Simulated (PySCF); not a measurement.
# Radial density of Li (lithium, neutral)

M06-2X, [He] 2s1, 2S determinant. All numbers are calculated (PySCF 2.14, no relativity, point nucleus, in aug-cc-pCVTZ).

```
r (bohr)  4πr²ρ (e/bohr)  4πr²(ρα − ρβ)
 0.00985         0.01610         0.0003
  0.0166         0.04367         0.0008
  0.0279          0.1155         0.0022
  0.0469          0.2914         0.0055
  0.0788          0.6815         0.0126
   0.133           1.402         0.0251
   0.223           2.346         0.0391
   0.375           2.813         0.0386
   0.631           2.000         0.0097
    1.06          0.6477         0.0038
    1.78          0.2021         0.1473
    3.00          0.2785         0.2781
    5.05          0.1365         0.1365
    8.49         0.01146         0.0115
    14.3       8.102e-05         0.0001
```
